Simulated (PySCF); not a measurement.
**`C(/C(=C)F)(F)=C\[SiH3]`, C₄H₆F₂Si**

Geometry:
```csv
atom,x (Å),y (Å),z (Å)
C1,2.743,0.325,0.428
C2,1.685,-0.197,-0.193
F3,1.829,-1.069,-1.190
C4,0.285,0.098,0.117
F5,0.156,0.969,1.121
C6,-0.787,-0.414,-0.497
Si7,-2.553,0.002,-0.050
H8,3.753,0.046,0.126
H9,2.595,1.032,1.242
H10,-0.569,-1.120,-1.303
H11,-2.682,1.437,0.335
H12,-3.420,-0.277,-1.233
H13,-3.024,-0.844,1.090
```

Computed with PySCF 2.14.0, quadratic response CAM-B3LYP/def2-TZVPD first hyperpolarisability, Taylor convention, gas phase. Geometry: PBE0-D3(BJ)/def2-SVP.

Give β for the processes computed.

In au, Taylor convention; the vector part is βᵢ = ⅓ Σⱼ (βᵢⱼⱼ + βⱼᵢⱼ + βⱼⱼᵢ); β∥ is 3/5 of the vector part along the dipole, the dipole points from − to +:
```
                   process  λ (nm)  β vector norm    β∥  β HRS  depolarisation ratio
           static β(0;0,0)       ∞          151.0  87.1   57.3                  7.21
second harmonic β(−2ω;ω,ω)    1907          156.7  90.4   59.6                  7.11
         Pockels β(−ω;ω,0)    1907          152.9  88.1      –                     –
second harmonic β(−2ω;ω,ω)    1064          171.2  98.7   65.5                  6.88
         Pockels β(−ω;ω,0)    1064          157.2  90.6      –                     –
```

Which lowest excitations, dipole and polarisabilities go with it?

S1 5.48 eV (f = 0.756); S2 6.54 eV (f = 0.002); S3 6.80 eV (f = 0.003); dipole 0.63 D; isotropic α 85.9 au static, 86.3 au at 1907 nm, 87.3 au at 1064 nm, 87.7 au at 953.5 nm, 92.2 au at 532 nm.
